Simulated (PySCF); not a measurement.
## Telling isomers of C2H12O2Si3 apart by NMR

[PySCF 2.14: NMR shieldings at PBE0/pcSseg-1/GIAO; GFN2-xTB structure; equivalent nuclei averaged; one conformer; relativity neglected; isolated molecule]

Shifts are taken against calculated references (same method and geometry level): ¹H, ¹³C against TMS. Where no couplings were computed, multiplicities follow the n + 1 count of equivalent neighbours, and m marks all less simple cases (inequivalent or close neighbours, rings, F or P nearby). Shifts are as computed. Against solution values, carbons near 30 ppm lie about +3 ppm off and those near 130 ppm about +5 ppm (rms about the fit 2.1 ppm; single classes can miss by 10 ppm). Of 1328 compounds with measured shifts, 309 miss one by over three times the rms of a fit or turn the order of signals round; such compounds aren't used in these exercises. Signals without a measured value on file couldn't be tested in this way; 1H shifts scatter by 0.2 ppm about their fit, and single ones miss by 0.5 ppm.

(1) Tabulate the signals of `COCO[SiH]([SiH3])[SiH3]`, `CC[SiH2]O[SiH2]O[SiH3]` and their relative energies.

(2) What is the quickest way to tell COCO[SiH]([SiH3])[SiH3] from CC[SiH2]O[SiH2]O[SiH3]?

Results:

(1) 
```json
{"SMILES": "COCO[SiH]([SiH3])[SiH3]", "carbon types": "1×CH2 1×CH3", "δC": "95.7, 57.4", "δH": "5.59 (sept, 1H), 4.83 (s, 2H), 3.52 (d, 6H), 3.49 (s, 3H)", "E rel. (kcal/mol)": "97.3"}
{"SMILES": "CC[SiH2]O[SiH2]O[SiH3]", "carbon types": "1×CH2 1×CH3", "δC": "11.8, 10.2", "δH": "5.21 (s, 3H), 5.20 (t, 2H), 4.98 (s, 2H), 1.32 (t, 3H), 0.91 (m, 2H)", "E rel. (kcal/mol)": "0.0"}
```

Energies are electronic energies at PBE0/pcSseg-1 on these geometries, without zero-point or thermal terms, each for the one conformer computed, which needn't be the lowest.

(2) Both give the same number of carbon signals, with the same numbers of each carbon type, so the positions decide. The first has an sp3 carbon bearing two oxygens (CH2) at 95.7 ppm, the second an sp3 CH2 bonded to Si at 11.8 ppm.
